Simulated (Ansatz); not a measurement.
Basis sets compared for [CuI2]- (CuI2⁻). Total charge -1; singlet. Geometry r2SCAN-D4/def2-TZVPD. Ansatz on 4 threads of Intel Xeon Platinum 8559C on a shared host; times are rough, and most runs start from earlier orbitals.

```
atom   x (Å)   y (Å)   z (Å)
 Cu1   0.000   0.000   0.000
  I2   0.815   1.826  -1.384
  I3  -0.815  -1.826   1.383
```

In the def2 sets I takes a core potential; there is no spin–orbit coupling.

```csv
level,functions,energy (Eh),HOMO (eV),LUMO (eV),wall time
PBE-D4/def2-SVPD,104,-2235.6464,-1.01,2.43,0.7 s
PBE0-D4/def2-SVPD,104,-2235.7068,-2.46,2.97,1.3 s
```

Estimate the rows for PBE-D4/def2-TZVPD, PBE0-D4/def2-TZVPD (with forces).


| level | functions | energy (Eh) | HOMO (eV) | LUMO (eV) | wall time |
| --- | --- | --- | --- | --- | --- |
| PBE-D4/def2-TZVPD | 166 | -2235.9107 | -1.14 | 2.48 | 1.1 s |
| PBE0-D4/def2-TZVPD (with forces) | 166 | -2235.9603 | -2.52 | 2.98 | 2.8 s |
